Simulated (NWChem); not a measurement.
# GeH₄; SMILES [GeH4]

```xyz
5

Ge     0.0000     0.0000     0.0000
H      1.0627     0.0000    -1.1108
H      0.4317     0.9580     1.1221
H     -0.1477    -1.4209     0.5679
H     -1.3467     0.4629    -0.5792
```
Atoms are numbered in this order, from 1.

Results from NWChem. Pople sets run with spherical d functions. STO-3G and 3-21G are far too small for this property and stand as cheap habits. Structure relaxed at the PBE0/def2-SVP level. B3LYP is NWChem's, with the RPA form of VWN correlation. Field at 589 nm.

```json
[
 {"level": "B3LYP/STO-3G", "isotropic polarisability (bohr³)": "11.8", "anisotropy (bohr³)": "0.0"},
 {"level": "B3LYP/6-31G*", "isotropic polarisability (bohr³)": "(withheld)", "anisotropy (bohr³)": "0.0"},
 {"level": "B3LYP/def2-SVP", "isotropic polarisability (bohr³)": "30.5", "anisotropy (bohr³)": "0.0"},
 {"level": "B3LYP/def2-SVPD", "isotropic polarisability (bohr³)": "36.7", "anisotropy (bohr³)": "0.0"},
 {"level": "B3LYP/aug-cc-pVDZ", "isotropic polarisability (bohr³)": "37.2", "anisotropy (bohr³)": "0.0"},
 {"level": "B3LYP/def2-TZVPD", "isotropic polarisability (bohr³)": "37.0", "anisotropy (bohr³)": "0.0"}
]
```

Problem. Some entries are withheld; supply them.

Solution. 
- B3LYP/6-31G*, isotropic polarisability (bohr³): 26.9
